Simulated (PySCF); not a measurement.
**Computed structure and properties of [Nd(H2O)2]3+**

System: [Nd(H2O)2]3+ (singlet in the valence; each metal's 4f electrons, 3 of them, lie in its core potential, out of spins and levels); start: displaced along the imaginary mode (C1). Method: PySCF 2.14.0, RKS PBE0, Nd lcecp-1-SVP with ECP49, O def2-SVP, H def2-SVP; non-relativistic Hamiltonian with scalar-relativistic core potentials where named; density fitting; no spin-orbit coupling.

Input of the relaxation:

```python
mol = gto.M(atom='''
Nd    -0.01635    -0.04473    -0.00000
O      0.06208     0.16971     2.32545
H      0.62013     0.77001     2.88945
H     -0.47027    -0.32039     3.00882
O      0.06199     0.16968    -2.32545
H      0.63687    -0.31427    -2.97687
H     -0.45353     0.77612    -2.92140''',
    basis={'Nd': 'lcecp-1-SVP', 'O': 'def2-SVP', 'H': 'def2-SVP'},
    ecp={'Nd': 'lcecp-1-SVP'},
    charge=3, spin=0)
mf = dft.RKS(mol, xc='PBE0')
mf.grids.atom_grid = (50, 194)  # f atoms: unpruned, at least (60, 302)
mf = mf.density_fit()  # fitting sets: Nd AutoAux, O def2-universal-JKFIT, H def2-universal-JKFIT
mf.conv_tol = 1e-08; mf.max_cycle = 55
mf.kernel(dm0)  # dm0: converged density of the start geometry
# quasi-Newton relaxation in Cartesian coordinates to a largest gradient under 0.00045 Eh/bohr, steps kept in the point group
```

Run from Python with OMP_NUM_THREADS=2; the lines above give its settings. Where DIIS fails, smearing, a level shift and second-order steps follow.
It took 65 s on 2 threads of Arm Neoverse V1 (shared host), from the converged density of the start.

Course of the relaxation:

| step | energy above end (eV) | largest force component within the symmetry (eV/Å) |
| --- | --- | --- |
| 0 | 0.2080 | 0.116 |
| 1 | 0.2051 | 0.069 |
| 2 | 0.2024 | 0.197 |
| 3 | 0.1982 | 0.159 |
| 4 | 0.1927 | 0.174 |
| 5 | 0.1846 | 0.210 |
| 6 | 0.1727 | 0.255 |
| 7 | 0.1547 | 0.335 |
| 20 | 0.0006 | 0.073 |
| 21 | 0.0003 | 0.021 |
| 22 | 0.0002 | 0.031 |
| 23 | 0.0001 | 0.034 |
| 24 | 0.0001 | 0.025 |
| 25 | 0.0000 | 0.012 |
(The steps between are left out.)

Relaxed geometry (C1):

```xyz
7

Nd   -0.3884   -1.0638   -0.0144
O     0.0121    0.1557    1.8743
H     0.4682    1.0313    1.9735
H    -0.2176   -0.0765    2.8122
O     0.1063    0.1709   -1.8723
H     0.6336   -0.1056   -2.6675
H    -0.1733    1.0942   -2.1059
```

| contact | Å |
| --- | --- |
| Nd1–O2 (H2O) | 2.284 |
| Nd1–O5 (H2O) | 2.285 |

On the finer grid (75, 302):

The HOMO is -26.28 eV and the LUMO is -18.57 eV. The dipole about the centre of mass is 2.75 D. The set of Mulliken populations of Nd1 outside the core potential is s 2.07, p 6.09, d 0.55, f 0.04 and the D3(BJ) dispersion energy (not in the energies) is -0.082 eV.

```csv
atom,Mulliken (e),Löwdin (e),spin (e)
Nd1,2.25,2.04,0.00
O2,-0.32,0.04,0.00
H3,0.34,0.22,0.00
H4,0.35,0.22,0.00
O5,-0.32,0.03,0.00
H6,0.35,0.22,0.00
H7,0.35,0.22,0.00
```

The 4f levels lie in the core potential and are missing. Their spin isn't counted.

On the grid (50, 194), as all that follows. Harmonic modes: a minimum within the noise of the softest modes; lowest 26 cm⁻¹ (negative: unstable), highest 3544 cm⁻¹, zero-point energy 1.314 eV.

Taking off one H2O (charge 0, singlet; the rest: singlet) in vacuum, both parts rigid, costs 4.15 eV; the small basis without counterpoise inflates it. Parting with an electron moved from the ligand to the metal can be far cheaper, even downhill.

Rigid scan of H2O along the line from its metal:

distance to O2 (Å), energy (eV) and a bar:
```
     1.98      0.747 ##############################
     2.08      0.285 ###########
     2.18      0.061 ##
     2.28      0.000 
     2.38      0.047 ##
     2.48      0.162 #######
     2.68      0.503 ####################
```

One start shape was tried, so this needn't be the lowest isomer.

An lcecp potential fixes the number of 4f electrons, so in runs with it no electron can move into or out of that shell.
